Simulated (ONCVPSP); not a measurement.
# zirconium (Zr): excitation energies, all-electron against ONCV

| Quantity | Value |
| --- | --- |
| Element | zirconium |
| Generator | ONCVPSP 4.0.1 |
| Type | optimised norm-conserving Vanderbilt (ONCV) |
| Functional | LDA (Perdew-Wang 92) |
| Relativity | fully relativistic |
| Frozen core | [Ar] 3d10 |
| Valence charge | 12 |
| Reference configuration | 4s2 4p6 4d2 5s0.5 (charge +1.5) |
| Partial waves | 4s+5s: rc 2.10 bohr, ncon 3, nbas 7, qcut 7 1/bohr, 3 projectors, debl 1.7 Ha; 4p: rc 1.45 bohr, ncon 4, nbas 7, qcut 4.6 1/bohr, 2 projectors, debl 2.6 Ha; 4d: rc 2.75 bohr, ncon 3, nbas 8, qcut 5 1/bohr, 3 projectors, debl 3.3 Ha |
| Local potential | polynomial inside 1.30 bohr (lpopt 4, dvloc0 3 Ha) |
| Core correction | Teter function fitted to the true core (icmod 2), fcfact 0.4 |

Open shells are filled in proportion to 2j + 1.

Energies are relative to the spin-unpolarised reference configuration 4s2 4p6 4d2 5s0.5; without spin polarisation the order of configurations can differ from experiment.

Task: Give the all-electron excitation energy and the error of the potential for: 4s2 4p6 4d2 5s2; 4s2 4p6 4d2 5s1; 4s2 4p6 4d2 5s0; 4s2 4p6 4d2 5s1 5p1.

Result:

| valence configuration | charge | ΔE all-electron (eV) | error AE − PS (meV) |
| --- | --- | --- | --- |
| 4s2 4p6 4d2 5s2 | 0 | -13.203 | -2.5 |
| 4s2 4p6 4d2 5s1 | +1 | -5.858 | -0.6 |
| 4s2 4p6 4d2 5s0 | +2 | 7.377 | -0.8 |
| 4s2 4p6 4d2 5s1 5p1 | 0 | -10.090 | -0.7 |

Levels in the configuration 4s2 4p6 4d2 5s1:

| level | all-electron (eV) | pseudo (eV) |
| --- | --- | --- |
| 4s j=1/2 | -61.249 | -61.219 |
| 4p j=3/2 | -38.668 | -38.652 |
| 4p j=1/2 | -40.474 | -40.457 |
| 4d j=5/2 | -10.128 | -10.127 |
| 4d j=3/2 | -10.270 | -10.269 |
| 5s j=1/2 | -10.215 | -10.213 |
